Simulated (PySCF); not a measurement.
## Spinor energies of I (iodine, neutral)

Start: [Kr] 4d10 5s2 5p5; 5p1/2 filled at m_j = -1/2, +1/2; 5p3/2 filled at m_j = -1/2, +1/2, +3/2. Calculated with PySCF 2.14 in x2c-SVPall-2c with one added diffuse shell each of s, p type (7s9p4d, 54 functions): generalised Hartree-Fock with the X2C-1e Hamiltonian and a Gaussian nucleus; one run each with spin-orbit coupling (SO) switched off, then screened by Boettger's factors.

```
spinor shell  electrons  ε, spin-free (eV)  ε, screened SO (eV)  weight of nominal j (screened SO)  rms radius, screened SO (bohr)
       1s1/2          2           -33329.8             -33326.1                              1.000                          0.0312
       2s1/2          2            -5249.1              -5248.0                              1.000                           0.127
       2p1/2          2            -4705.8              -4913.7                              1.000                           0.109
       2p3/2          4            -4705.8              -4611.7                              1.000                           0.115
       3s1/2          2            -1102.8              -1102.4                              1.000                           0.334
       3p1/2          2            -922.30              -962.44                              1.000                           0.327
       3p3/2          4            -922.30              -903.86                              1.000                           0.338
       3d3/2          4            -652.07              -658.97                              1.000                           0.311
       3d5/2          6            -652.07              -647.01                              1.000                           0.314
       4s1/2          2            -211.59              -211.42                              1.000                           0.788
       4p1/2          2            -152.40              -160.16                              1.000                           0.828
       4d3/2          4            -63.077              -64.008                              0.997                           0.995
       4d5/2          6            -63.077              -62.233                              0.998                           1.000
       5s1/2          2            -23.947              -23.890                              1.000                            2.14
       5p1/2          2            -10.994              -11.790                              0.910                            2.59
       5p3/2          3            -10.994              -10.546                              0.940                            2.70
```

Task: Where does 4p3/2 lie, and what is the 4p spin-orbit splitting (screened SO)?

Result: At -148.69 eV, 11.471 eV above 4p1/2.

```tsv
quantity	spin-free	screened SO
E (hartree)	-7110.92093	-7113.02370
M_J	3/2	3/2
⟨J²⟩	3.758	3.758
⟨L²⟩	2.005	2.031
⟨S²⟩	0.753	0.778
```

Each row is a mean over spinors that exchange with the open shell spreads, by up to 2.391 eV (5s1/2).

Breit and QED terms are absent; they matter most for the inner s and p1/2 levels.

Densities and radii are taken from the X2C orbitals without a picture-change correction, which distorts them close to the nucleus.

Without spin-orbit coupling the j labels of p, d and f shells carry no meaning; the spin-free column gives the mean over the occupied spinors of each nl shell.
